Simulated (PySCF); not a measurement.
## Energy of Br²⁺ (bromine, charge +2) between two integer charges

The 4p alpha orbital of [Ar] 3d10 4s2 4p3 is emptied in steps (occupation f), with all orbitals relaxed, ending at [Ar] 3d10 4s2 4p2. Calculation: PySCF 2.14, in jorge-DZP-DKH; the spin-free X2C one-electron Hamiltonian (Gaussian nucleus). The exact energy is a straight line in f; departures are measured from the line between the end points of the same method.

| f | UHF (eV) | LDA (eV) | PBE (eV) | PBE0 (eV) | r2SCAN (eV) | LC-wPBE (eV) | BHandHLYP (eV) | wB97X (eV) | HSE06 (eV) | B3LYP (eV) |
| --- | --- | --- | --- | --- | --- | --- | --- | --- | --- | --- |
| 1 | 0.000 | 0.000 | 0.000 | 0.000 | 0.000 | 0.000 | 0.000 | 0.000 | 0.000 | 0.000 |
| 0.9 | 0.045 | -0.519 | -0.507 | -0.369 | -0.480 | -0.108 | -0.239 | -0.133 | -0.407 | -0.404 |
| 0.7 | 0.105 | -1.214 | -1.183 | -0.860 | -1.112 | -0.250 | -0.557 | -0.309 | -0.948 | -0.944 |
| 0.5 | 0.123 | -1.447 | -1.408 | -1.021 | -1.312 | -0.295 | -0.663 | -0.367 | -1.128 | -1.123 |
| 0.3 | 0.102 | -1.217 | -1.180 | -0.854 | -1.090 | -0.244 | -0.556 | -0.309 | -0.946 | -0.942 |
| 0.1 | 0.043 | -0.521 | -0.504 | -0.364 | -0.462 | -0.103 | -0.238 | -0.133 | -0.405 | -0.403 |
| 0 | 0.000 | 0.000 | 0.000 | 0.000 | 0.000 | 0.000 | 0.000 | 0.000 | 0.000 | 0.000 |

| method | E(f=0) − E(f=1) (eV) | −ε at f=1 (eV) | −ε at f=0.5 (eV) |
| --- | --- | --- | --- |
| UHF | 34.594 | 35.099 | 34.588 |
| LDA | 35.203 | 29.439 | 35.195 |
| PBE | 35.005 | 29.370 | 35.015 |
| PBE0 | 35.114 | 31.011 | 35.131 |
| r2SCAN | 35.323 | 29.983 | 35.391 |
| LC-wPBE | 35.138 | 33.930 | 35.157 |
| BHandHLYP | 34.980 | 32.324 | 34.984 |
| wB97X | 34.816 | 33.339 | 34.815 |
| HSE06 | 35.082 | 30.563 | 35.088 |
| B3LYP | 35.038 | 30.546 | 35.042 |

Orbital energy along the path (eV):

| f | UHF | LDA | PBE | PBE0 | r2SCAN | LC-wPBE | BHandHLYP | wB97X | HSE06 | B3LYP |
| --- | --- | --- | --- | --- | --- | --- | --- | --- | --- | --- |
| 1 | -35.099 | -29.439 | -29.370 | -31.011 | -29.983 | -33.930 | -32.324 | -33.339 | -30.563 | -30.546 |
| 0.9 | -34.994 | -30.581 | -30.495 | -31.836 | -31.072 | -34.180 | -32.856 | -33.639 | -31.468 | -31.443 |
| 0.7 | -34.788 | -32.880 | -32.754 | -33.487 | -33.248 | -34.674 | -33.921 | -34.230 | -33.280 | -33.241 |
| 0.5 | -34.588 | -35.195 | -35.015 | -35.131 | -35.391 | -35.157 | -34.984 | -34.815 | -35.088 | -35.042 |
| 0.3 | -34.394 | -37.519 | -37.268 | -36.760 | -37.458 | -35.622 | -36.042 | -35.399 | -36.891 | -36.840 |
| 0.1 | -34.205 | -39.840 | -39.495 | -38.362 | -39.458 | -36.061 | -37.095 | -35.995 | -38.683 | -38.625 |
| 0 | -34.113 | -40.993 | -40.593 | -39.147 | -40.426 | -36.264 | -37.620 | -36.301 | -39.570 | -39.509 |

Reference removal energy between the ground levels: 34.871 ± 0.019 eV (measured; NIST Atomic Spectra Database, ionization energies). The calculation has no spin-orbit coupling. UHF lacks correlation.
